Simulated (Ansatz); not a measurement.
`C[NH2+][GaH-]([CH3])[CH3]`, one more setting.

```yaml
crystal:
  periodic: [false, false, false]
  atoms:
    - {symbol: C, position_ang: [0.651720, 1.433702, -1.193558]}
    - {symbol: N, position_ang: [1.180286, 0.872936, 0.052067]}
    - {symbol: Ga, position_ang: [-0.007072, -0.712555, 0.912214]}
    - {symbol: C, position_ang: [0.061838, -2.042095, -0.571658]}
    - {symbol: C, position_ang: [-1.717123, 0.263894, 1.222985]}
    - {symbol: H, position_ang: [1.278726, 2.232494, -1.598309]}
    - {symbol: H, position_ang: [0.569297, 0.636557, -1.931842]}
    - {symbol: H, position_ang: [-0.348076, 1.824991, -1.007546]}
    - {symbol: H, position_ang: [1.264697, 1.591207, 0.762939]}
    - {symbol: H, position_ang: [2.110715, 0.495241, -0.089442]}
    - {symbol: H, position_ang: [0.930685, -0.971402, 2.174401]}
    - {symbol: H, position_ang: [-0.366694, -2.992262, -0.240156]}
    - {symbol: H, position_ang: [1.086113, -2.253722, -0.893257]}
    - {symbol: H, position_ang: [-0.511600, -1.721412, -1.446126]}
    - {symbol: H, position_ang: [-2.232624, 0.509770, 0.290158]}
    - {symbol: H, position_ang: [-2.399221, -0.357759, 1.810047]}
    - {symbol: H, position_ang: [-1.570669, 1.190014, 1.787083]}
basis:
  gaussian: {orbitals: cc-pVTZ-DK}
hamiltonian: {xc: {name: wB97M-V}}
output: {forces: true}
```

```sh
$ ansatz run in.yaml --threads 8 --pin off --events-out ev --progress --plain --max-ram 18278MiB
```

Shortened log:

```
Functional definition: wB97M-V
1784 factors; their error is unknown
477 factors; integrals over basis functions are off by at most 6.9e-6 eV
mean field evaluation 1: about -57680.3206 eV, gradient 6.6e1 eV
mean field evaluation 2: about -57683.4080 eV, gradient 5.3e1 eV
mean field evaluation 4: about -57689.2517 eV, gradient 2.1e0 eV
mean field evaluation 8: about -57689.2738 eV, gradient 1.0e-1 eV
mean field evaluation 16: about -57689.3828 eV, gradient 1.9e-4 eV
mean field -57689.38276937 eV, -2120.0457135063 hartree, gradient 2.6e-5 eV, S^2 0.000000; 0 other end points of the search recorded, 0 dependent functions left out
reference -57689.38283071 eV, -2120.0457157605 hartree; 34, 34 occupied and 297, 297 virtual orbitals, 1784 factors
Total energy: -57689.38283071 eV, -2120.0457157605 hartree
Relativity: scalar
Atom 0 at     0.651720     1.433702    -1.193558 Å, force    -0.117480     0.122773    -0.274458 eV/Å
Atom 1 at     1.180286     0.872936     0.052067 Å, force     0.122484    -0.065212     0.205348 eV/Å
Atom 2 at    -0.007072    -0.712555     0.912214 Å, force    -0.015148    -0.106167     0.121487 eV/Å
Atom 3 at     0.061838    -2.042095    -0.571658 Å, force    -0.001029     0.035228     0.039784 eV/Å
Atom 4 at    -1.717123     0.263894     1.222985 Å, force     0.045922    -0.025628    -0.007536 eV/Å
Atom 5 at     1.278726     2.232494    -1.598309 Å, force    -0.063262    -0.078458     0.038120 eV/Å
Atom 6 at     0.569297     0.636557    -1.931842 Å, force     0.006686     0.060821     0.062128 eV/Å
Atom 7 at    -0.348076     1.824991    -1.007546 Å, force     0.079620    -0.033678    -0.011363 eV/Å
Atom 8 at     1.264697     1.591207     0.762939 Å, force     0.007391    -0.017278    -0.025159 eV/Å
Atom 9 at     2.110715     0.495241    -0.089442 Å, force    -0.022461     0.021389     0.004889 eV/Å
Atom 10 at     0.930685    -0.971402     2.174401 Å, force    -0.136170     0.041737    -0.188637 eV/Å
Atom 11 at    -0.366694    -2.992262    -0.240156 Å, force     0.032416     0.076178    -0.021770 eV/Å
Atom 12 at     1.086113    -2.253722    -0.893257 Å, force    -0.072032     0.021737     0.022716 eV/Å
Atom 13 at    -0.511600    -1.721412    -1.446126 Å, force     0.041549    -0.017574     0.061995 eV/Å
Atom 14 at    -2.232624     0.509770     0.290158 Å, force     0.040538    -0.016337     0.062955 eV/Å
Atom 15 at    -2.399221    -0.357759     1.810047 Å, force     0.056397     0.045089    -0.045998 eV/Å
Atom 16 at    -1.570669     1.190014     1.787083 Å, force    -0.005422    -0.064620    -0.044502 eV/Å
Dipole moment:     0.458554     0.708581    -0.455938 e Å
```

It took 11 s on 8 threads of an Arm Neoverse V2 on a shared host, with 1.8 GiB of host memory at the peak.
